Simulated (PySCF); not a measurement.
Structure from NMR data

Molecular formula: C2H12OP2Si2. Simulated spectra:

¹H NMR (300 MHz, computed): δ 5.10 (s, 3H), 1.27 (t, 3H), 1.20 (m, 4H), 0.80 (m, 2H).

¹³C{¹H} NMR (computed): δ 18.6, 10.6.

- GIAO PBE0/pcSseg-1 shieldings
- GFN2-xTB structure
- code: PySCF 2.14.0 with density-fitted response routines
- no relativistic terms, one computed conformer, isolated molecule, fast rotation and ring inversion assumed for equivalent nuclei

δ = σ(ref) − σ, references computed at the same level: TMS for ¹H (σref 31.72), ¹³C (σref 186.93).

**Question.** What is the structure?

**Answer.** 
1. 2 carbon signals for 2 carbons: no two carbons are equivalent.
2. Carbon types of the structure: 1 × CH2, 1 × CH3, leaving 7 H on heteroatoms.
3. δC 18.6: sp3 CH2 bonded to Si.
4. δC 10.6: methyl carbon; aliphatic region, no heteroatom directly attached.
5. δH 5.10: hydrogen on a silicon bonded to O.
6. δH 1.27: hydrogen on a methyl carbon.
7. δH 1.20: hydrogen on a phosphorus bonded to Si.
8. δH 0.80: hydrogen on an sp3 CH2 bonded to Si; an electropositive neighbour shields it, as in TMS itself.

These data were computed for `P[Si](CC)(P)O[SiH3]`.

The shifts were computed for this structure.

Splittings by ³¹P in the carbon and heteronuclear signals aren't shown, as no couplings were computed. Shifts are as computed. Against solution values, carbons near 30 ppm lie about +3 ppm off and those near 130 ppm about +5 ppm. Of 1211 compounds with measured shifts, 218 miss one by over three times the rms of a fit or turn the order of signals round; such compounds aren't used in these exercises. No couplings were computed; multiplicities are counted from neighbouring protons, with m where these are inequivalent, close in shift, in a saturated or five-membered ring or joined by F or P, and br s for small geminal =CH2 splittings.
